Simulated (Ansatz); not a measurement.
Ideal-gas functions of CH3BrO2, SMILES `OC(O)Br` at 600 K and 1 bar, from an Ansatz frequency run at PBE0-D4/def2-TZVP.

Molar mass 126.94 g/mol, point group C1 (symmetry number 1), electronic degeneracy 1, moments of inertia 50.469, 172.666, 211.814 u Å². Harmonic wavenumbers (cm⁻¹, unscaled): 244, 296, 326, 452, 602, 637, 1055, 1162, 1194, 1284, 1360, 1427, 3121, 3804, 3807.

Use S(trans) = R[1.5 ln M + 2.5 ln T − 1.1517]; rotational temperatures θ = 24.2544 K / I; S(rot) = R[ln(√π/σ · √(T³/θAθBθC)) + 1.5]; for each mode x = 1.438777 ν̃/T, S = R[x/(eˣ − 1) − ln(1 − e⁻ˣ)] and H = RT x/(eˣ − 1); 1 cm⁻¹ = 0.0119627 kJ/mol; R = 8.31446 J/(mol·K).

Problem. By hand: the entropy, in J/(mol·K).

Solution. Translation 183.8. Rotation: θ = 0.4806, 0.1405, 0.1145 K, giving 117.2. Vibration, mode by mode: 12.89, 11.34, 10.57, 8.04, 5.95, 5.56, 2.51, 2.05, 1.93, 1.63, 1.41, 1.24, 0.04, 0.01, 0.01, in all 65.2. Electronic 0.0. Sum 366.2 J/(mol·K).

Problem. By hand: H − E and G − E in kJ/mol, counted from the electronic energy.

Solution. Zero-point energy ½ × 20771 × 0.0119627 = 124.2; thermal vibration 22.4; translation, rotation and pV give 4 RT = 20.0. H − E = 166.6 kJ/mol, and G − E = 166.6 − 600 × 366.2/1000 = -53.1 kJ/mol.

Vibration gives 18 % of the entropy. The sum counts one conformer and one mirror image; others add a mixing term.
